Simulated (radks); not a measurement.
These are the eigenvalues of the occupied orbitals of an atom or ion with whole-number occupations (hartree). All-electron calculation, non-relativistic Kohn-Sham, PBE, spin-unpolarised, spherical densities, point nucleus. Program: a radial shooting solver on a logarithmic mesh with Libxc functionals.

1s: -196.2589
2s: -22.40273
2p: -18.98036
3s: -3.07699
3p: -2.14868
3d: -0.71839
7s: -0.06976

Which element is it, and in what charge state? The configuration may be excited.

Answer. Z = 23, vanadium, charge +1: V+ in [Ar] 3d3 7s1. The list shows which subshells hold electrons but not how many an open one holds; the 1s level, -196.26 hartree, gives Z - s = 19.8 by -(Z - s)^2/2, which with screening narrows Z to a few neighbours, and the depths of the outer levels then fix element, charge and occupations together.
